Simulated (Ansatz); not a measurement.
Ga, charge -1, triplet (a gas-phase anion, which may not be bound at this level); WB97X/aug-cc-pVDZ (Ansatz, a quantum-chemistry and plane-wave program).

Here is a job for Ansatz.
Ansatz 0.2 input:
```yaml
crystal:
  periodic: [false, false, false]
  atoms:
    - {symbol: Ga, position_ang: [0.00000000, 0.00000000, 0.00000000]}
basis:
  gaussian:
    orbitals: aug-cc-pVDZ
hamiltonian:
  xc: {name: wB97X}
total_charge: -1
magnetization: {spin_polarized: true, initial_magnetization: 2}
```

It wrote (shortened):

```
Functional definition: wB97X
244 factors; integrals over basis functions are off by at most 6.6e-5 eV
90 factors; integrals over basis functions are off by at most 2.0e-4 eV
mean field evaluation 1: about -52375.1670 eV, gradient 1.0e1 eV
mean field evaluation 2: about -52376.7575 eV, gradient 6.0e0 eV
mean field evaluation 4: about -52377.0469 eV, gradient 4.1e-1 eV
mean field evaluation 8: about -52377.0565 eV, gradient 4.4e-2 eV
mean field evaluation 16: about -52377.0566 eV, gradient 2.9e-5 eV
mean field evaluation 32: about -52377.0566 eV, gradient 2.9e-5 eV
mean field -52377.05658021 eV, -1924.8213268786 hartree, gradient 2.9e-5 eV, S^2 2.003348; 6 other end points of the search recorded, 0 dependent functions left out
reference -52377.05658340 eV, -1924.8213269960 hartree; 17, 15 occupied and 19, 21 virtual orbitals, 244 factors
Total energy: -52377.05658340 eV, -1924.8213269960 hartree
```
